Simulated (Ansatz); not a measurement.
Molecule: sum formula HBO₂Cl, charge 0, multiplicity 2. It need not be the lowest isomer of its formula. 
Geometry from a B3LYP-D3(BJ)/def2-TZVP (Ansatz, a quantum-chemistry and plane-wave program) optimisation:
SMILES: [O]B(O)Cl
```xyz
5

B      0.1109    -0.4929     0.1111
Cl    -0.2119     1.2279    -0.2560
O      1.3710    -0.6607     0.5449
O     -0.7843    -1.4896    -0.0267
H     -1.6466    -1.2079    -0.3490
```
Charge 0, spin multiplicity 2.

Basis-set convergence of Hartree-Fock and MP2 correlation energies (hartree) with Ansatz. Correlated levels leave the core frozen unless marked. UHF or UKS for open shells. No spin-orbit coupling. No relativistic terms.

| basis | functions | E(HF) | E(corr, MP2) |
|---|---|---|---|
| cc-pV(D+d)Z | 70 | -634.61721 | -0.53894 |
| cc-pV(T+d)Z | 143 | (withheld) | (withheld) |

Question: Complete the blanks.

Answer: 
- cc-pV(T+d)Z, E(HF): -634.68842
- cc-pV(T+d)Z, E(corr, MP2): -0.70343
